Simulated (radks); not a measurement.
Results of a calculation; reference values are marked as such.
Question: Excited configurations of neutral cadmium: one electron is placed in a higher orbital outside [Kr] 4d10 5s1. The ground configuration is [Kr] 4d10 5s2. Code: a radial shooting solver on a logarithmic mesh with Libxc functionals. Model: Dirac Kohn-Sham, PBE, spin-unpolarised, spherical densities, point nucleus; open shells fill j = l - 1/2 first. Excitation = E - E(ground); binding = E(ion) - E, where the ion is the core of charge +1; n* = 1/sqrt(2 binding) in atomic units, and the quantum defect is n - n*.

outer orbital  excitation (eV)  binding (eV)     n*  quantum defect  eigenvalue (eV)  <r> (bohr)
4f5/2                    8.362         0.912  3.863           0.137           -0.434       17.33
5f5/2                    8.644         0.630  4.648           0.352           -0.366       29.35
6p1/2                    7.385         1.889  2.684           3.316           -1.063       10.54
6d3/2                    8.243         1.031  3.632           2.368           -0.571       18.58
7s1/2                    7.898         1.376  3.145           3.855           -0.843       15.95

Estimate the row for 7p1/2.

Answer: excitation (eV) 8.201; binding (eV) 1.073; n* 3.561; quantum defect 3.439; eigenvalue (eV) -0.658; <r> (bohr) 19.59. The Delta-SCF ionisation energy is 9.274 eV (NIST Atomic Spectra Database: 8.994 eV, measured). Self-interaction in the functional shifts the binding energies and quantum defects, so they are the method's values and not measured ones. Spin polarisation and multiplet splitting are left out, so open shells lie too high by an amount that depends on their filling.

Beside tabulated values, note that spin-unpolarised runs miss the spin-polarisation part of the exchange energy of open shells.
